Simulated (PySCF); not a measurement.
Compound: C₅H₄F₂O₂.
Numbering: `[F:1][CH:2]([F:3])[O:4][c:5]1[cH:6][cH:7][cH:8][o:9]1` (hydrogens: H10 on C2; H11 on C6; H12 on C7; H13 on C8)

The same species was optimised twice, with GFN2-xTB and with PBE0-D3(BJ)/def2-SVP (PySCF), and the same property calculations (PySCF, gas phase) were run on both structures.

```
     coordinate  GFN2-xTB  PBE0-D3(BJ)/def2-SVP  change
      O4–C5 (Å)     1.365                 1.342  -0.023
      C2–O4 (Å)     1.358                 1.374  +0.016
      F1–C2 (Å)     1.354                 1.338  -0.016
      C6–C7 (Å)     1.421                 1.435  +0.014
      C2–F3 (Å)     1.337                 1.328  -0.009
      C8–O9 (Å)     1.357                 1.366  +0.009
      C5–O9 (Å)     1.342                 1.339  -0.003
      C7–C8 (Å)     1.355                 1.359  +0.004
      C5–C6 (Å)     1.359                 1.361  +0.002
   F1–C2–F3 (°)     106.4                 108.4    +2.0
   C2–O4–C5 (°)     116.9                 118.9    +2.0
   O4–C5–O9 (°)     119.8                 118.1    -1.7
   O4–C5–C6 (°)     128.4                 130.0    +1.6
   F3–C2–O4 (°)     107.7                 106.3    -1.4
   F1–C2–O4 (°)     111.2                 110.1    -1.1
   C7–C8–O9 (°)     110.4                 109.7    -0.7
   C5–O9–C8 (°)     106.3                 106.9    +0.6
F1–C2–O4–C5 (°)       -81                   -79      +2
C2–O4–C5–C6 (°)       180                  -179      +1
```

Rotational constants: A = 4772, B = 982.0, C = 883.1 MHz (GFN2-xTB) against A = 4774, B = 994.0, C = 886.1 MHz (PBE0-D3(BJ)/def2-SVP). Point groups within 0.08 Å: C1 and C1.

On the GFN2-xTB structure: lowest singlet, TDDFT (eV) 6.06 [CAM-B3LYP/def2-SVPD]; lowest triplet, Tamm–Dancoff (eV) 3.93 [CAM-B3LYP/def2-SVPD]; isotropic polarisability (au) 65.1 [CAM-B3LYP/def2-SVPD]; HOMO (eV) -7.96 [CAM-B3LYP/def2-SVPD]; LUMO (eV) 1.09 [CAM-B3LYP/def2-SVPD]; dipole (D) 2.87 [CAM-B3LYP/def2-SVPD]; HOMO (eV) -6.63 [PBE0/pcSseg-1]; LUMO (eV) 0.13 [PBE0/pcSseg-1]; dipole (D) 2.72 [PBE0/pcSseg-1]; GIAO shielding of F1/F3 (mean) (ppm) 271.4 [PBE0/pcSseg-1]; GIAO shielding of C2 (ppm) 65.6 [PBE0/pcSseg-1]; GIAO shielding of O4 (ppm) 166.3 [PBE0/pcSseg-1]; GIAO shielding of C5 (ppm) 24.9 [PBE0/pcSseg-1]; GIAO shielding of C6 (ppm) 93.8 [PBE0/pcSseg-1]; GIAO shielding of C7 (ppm) 67.8 [PBE0/pcSseg-1]; GIAO shielding of C8 (ppm) 49.0 [PBE0/pcSseg-1]; GIAO shielding of O9 (ppm) 59.0 [PBE0/pcSseg-1].

**Question.** What do these properties become on the PBE0-D3(BJ)/def2-SVP structure?

**Answer.** 
| property | level | on GFN2-xTB | on PBE0-D3(BJ)/def2-SVP | change |
| --- | --- | --- | --- | --- |
| lowest singlet, TDDFT (eV) | CAM-B3LYP/def2-SVPD | 6.06 | 6.04 | -0.02 |
| lowest triplet, Tamm–Dancoff (eV) | CAM-B3LYP/def2-SVPD | 3.93 | 3.95 | +0.02 |
| isotropic polarisability (au) | CAM-B3LYP/def2-SVPD | 65.1 | 65.7 | +0.6 |
| HOMO (eV) | CAM-B3LYP/def2-SVPD | -7.96 | -7.85 | +0.11 |
| LUMO (eV) | CAM-B3LYP/def2-SVPD | 1.09 | 1.17 | +0.08 |
| dipole (D) | CAM-B3LYP/def2-SVPD | 2.87 | 2.52 | -0.35 |
| energy, GFN2-xTB geometry as zero (kcal/mol) | CAM-B3LYP/def2-SVPD | 0.0 | -1.0 | -1.0 |
| HOMO (eV) | PBE0/pcSseg-1 | -6.63 | -6.52 | +0.11 |
| LUMO (eV) | PBE0/pcSseg-1 | 0.13 | 0.24 | +0.11 |
| dipole (D) | PBE0/pcSseg-1 | 2.72 | 2.38 | -0.34 |
| energy, GFN2-xTB geometry as zero (kcal/mol) | PBE0/pcSseg-1 | 0.0 | -0.9 | -0.9 |
| GIAO shielding of F1/F3 (mean) (ppm) | PBE0/pcSseg-1 | 271.4 | 276.1 | +4.7 |
| GIAO shielding of C2 (ppm) | PBE0/pcSseg-1 | 65.6 | 66.8 | +1.2 |
| GIAO shielding of O4 (ppm) | PBE0/pcSseg-1 | 166.3 | 165.1 | -1.2 |
| GIAO shielding of C5 (ppm) | PBE0/pcSseg-1 | 24.9 | 26.1 | +1.2 |
| GIAO shielding of C6 (ppm) | PBE0/pcSseg-1 | 93.8 | 95.7 | +1.9 |
| GIAO shielding of C7 (ppm) | PBE0/pcSseg-1 | 67.8 | 65.9 | -1.9 |
| GIAO shielding of C8 (ppm) | PBE0/pcSseg-1 | 49.0 | 48.2 | -0.8 |
| GIAO shielding of O9 (ppm) | PBE0/pcSseg-1 | 59.0 | 57.8 | -1.2 |

The heavy atoms differ by 0.031 Å rms after alignment. Among bonds between heavy atoms O4–C5 changes most (-0.023 Å). Changes are differences of the printed values. Neither structure is proved a minimum here.

Conformer computed: `[F:1][CH:2]([F:3])[O:4][c:5]1[cH:6][cH:7][cH:8][o:9]1`: F1–C2–O4–C5 -79°, C2–O4–C5–C6 -179°.
